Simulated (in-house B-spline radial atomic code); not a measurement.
A run on neutral xenon that did not converge. Method: scalar-relativistic (X2C) HSE06, spin-polarised, spherical fractional occupations, Fermi nucleus of rms radius 4.7859 fm; computed with an all-electron radial atomic-structure program (B-spline basis).

Command:
```bash
python run_scf.py task.json out
```
Settings (nuclear radius in fm, mass in u):
```
Z                54
configuration    [Kr] 4d10 5s1.875 5p6 5d0.125
hamiltonian      x2c
method           hse06
spin_polarised   True
nucleus          fermi
rms_radius       4.7859
atomic_mass      131.90416
speed_of_light   137.035999084
```

First and last ten iterations of the last attempt (damped for 15 steps, keeping 80 % of the old Fock matrix, then DIIS):
```
 iter        energy (Eh)    residual
    1       -7442.385161    4.80e-01
    2       -7443.459937    2.69e-01
    3       -7444.887057    1.71e-01
    4       -7445.535154    1.07e-01
    5       -7445.819368    6.67e-02
    6       -7445.944887    4.10e-02
    7       -7445.991049    2.52e-02
    8       -7446.009642    1.55e-02
    9       -7446.017068    9.46e-03
   10       -7446.020026    5.79e-03
  111       -7446.022197    1.62e-05
  112       -7446.022198    1.82e-05
  113       -7446.022189    2.26e-05
  114       -7446.022201    2.20e-05
  115       -7446.022201    2.53e-05
  116       -7446.022203    2.37e-05
  117       -7446.022211    2.15e-05
  118       -7446.022214    2.87e-05
  119       -7446.022203    1.50e-05
  120       -7446.022205    1.41e-05
 not converged after 120 iterations
```

The smallest residual met was 7.7e-06; the threshold is about 5e-07. No energy from this run should be used. Run time, properties included: 40 s on 1 thread of Arm Neoverse V2 (shared host).
